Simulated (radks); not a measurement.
Values are calculated unless marked as measured or tabulated.
Polarisability of neutral calcium, [Ar] 4s2, at imaginary frequency. Code: a radial shooting solver on a logarithmic mesh with Libxc functionals. Model: non-relativistic Kohn-Sham, LDA (Slater exchange, VWN5 correlation), spin-unpolarised, spherical densities, point nucleus. Response by self-consistent Sternheimer equations with the Hartree and adiabatic LDA kernel.

w (hartree),alpha1(iw) (bohr^3),alpha2(iw) (bohr^5)
0.00266,148.6,3306
0.0143,146.4,3234
0.0360,135.6,2916
0.0697,109.5,2336
0.118,74.10,1688
0.186,43.80,1101
0.280,24.48,651.7
0.413,13.76,358.6
0.605,7.996,187.2
0.892,4.746,93.51
1.35,2.726,44.39
2.12,1.399,19.41
3.59,0.5959,7.285
6.94,0.1956,2.060
17.5,0.04153,0.3335

Static values: alpha1 = 148.6 bohr^3 (22.03 angstrom^3; uncoupled 277.4), alpha2 = 3308 bohr^5, alpha3 = 72720 bohr^7. C6 = 1991, C8 = 221800, triple-dipole C9 = 217300 atomic units. One-pole (London) frequency 4 C6 / (3 alpha1^2) = 0.120 hartree, against 0.141 for minus the highest occupied eigenvalue. The dipole shielding factor is 1.000, as the force sum rule N/Z = 1.000 demands. Recommended static value: 160.8 bohr^3 (Schwerdtfeger and Nagle, 2023 table).
